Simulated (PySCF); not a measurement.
**Computed data sheet: `CSc1cnn(C)n1`**

C4H7N3S.
Numbering: `[CH3:1][S:2][c:3]1[cH:4][n:5][n:6]([CH3:7])[n:8]1` (hydrogens: H9, H10, H11 on C1; H12 on C4; H13, H14, H15 on C7)

Geometry (GFN2-xTB, Å), atoms numbered from 1 in this order:
```xyz
15
C4H7N3S angstrom
C     -2.7189    0.5347   -0.4559
S     -2.2501   -1.1517    0.0230
C     -0.5406   -0.9173    0.2289
C      0.4316   -1.8640    0.5950
N      1.6004   -1.2476    0.6186
N      1.3430   -0.0074    0.2854
C      2.3535    1.0021    0.2147
N      0.0734    0.2483    0.0424
H     -3.7923    0.5258   -0.6129
H     -2.1977    0.8019   -1.3693
H     -2.4516    1.2177    0.3438
H      0.3213   -2.9021    0.8219
H      3.2930    0.5321   -0.0691
H      2.4745    1.4937    1.1828
H      2.0561    1.7418   -0.5259
```

Structural features include: pyridine-type ring nitrogen, pyrrole-type ring nitrogen and sulfide.

GFN2-xTB geometry:

```
Rotational constants A, B, C of the GFN2-xTB geometry : 4.146, 1.157, 0.915 GHz
```

**PBE0/def2-SVPD ground state and vertical TDDFT (core frozen in the response) (PySCF)**

```
Dipole moment                                                     : 1.97 D
HOMO energy                                                       : -6.22 eV
LUMO energy                                                       : -0.17 eV
HOMO–LUMO gap                                                     : 6.05 eV
Lowest singlet excitation                                         : 5.21 eV (238 nm, f = 0.114 summed over 2 states within 0.01 eV)
Strongest line among the 8 lowest singlet transitions             : S5 at 6.29 eV (197 nm, f = 0.168)
Lowest triplet excitation (Tamm–Dancoff)                          : 4.09 eV
Static isotropic polarisability                                   : 89.2 au
Electronic spatial extent ⟨r²⟩ about the centre of nuclear charge : 1239 bohr²
```

**PBE0/pcSseg-1 ground state and GIAO shieldings, non-relativistic (PySCF)**

```
Lowest Hirshfeld atomic charge                              : -0.14 e on N8
Highest Hirshfeld atomic charge                             : +0.09 e on N6
13C chemical shifts (computed TMS as zero) by class         : 151.8 (C3), 134.5 (C4), 41.4 (C7), 19.3 (C1) ppm
1H chemical shifts (computed TMS as zero) by class          : 7.37 (H12), 4.17 (H13/H14/H15), 2.56 (H9/H10/H11) ppm
Isotropic shieldings of nuclei other than C and H, by class : -103 (N5), -79 (N8), 3 (N6), 539 (S2) ppm
Mayer bond orders between heavy atoms                       : C1–S2 1.00, S2–C3 1.01, C3–C4 1.28, C4–N5 1.51, N5–N6 1.25, N6–C7 0.90, N6–N8 1.20, N8–C3 1.41
```

Monoisotopic mass (most abundant isotopes): 129.0361 u.

S1 lies 0.84 eV below the HOMO–LUMO gap; its leading configuration is HOMO→LUMO, weight 0.92. The rotational constants make it an asymmetric top with κ = (2B − A − C)/(A − C) = -0.85, nearer the prolate limit (−1). The dipole equals about 6.6 × 10⁻³⁰ C·m (1 D = 3.33564 × 10⁻³⁰ C·m). The polarisability is 13.22 Å³ as a volume (1 au = 0.148185 Å³), or 1.31 au for each of the 68 electrons.

One conformer (not necessarily the lowest) at the GFN2-xTB geometry, without solvent or vibrations. GFN2-xTB frequencies show an imaginary mode (32i cm⁻¹), so this geometry is no minimum at that level. NMR classes are plain means over equivalent atoms (diastereotopic ones count apart unless rotation or inversion swaps them), as if these changed places fast; in this geometry the members of some classes differ.
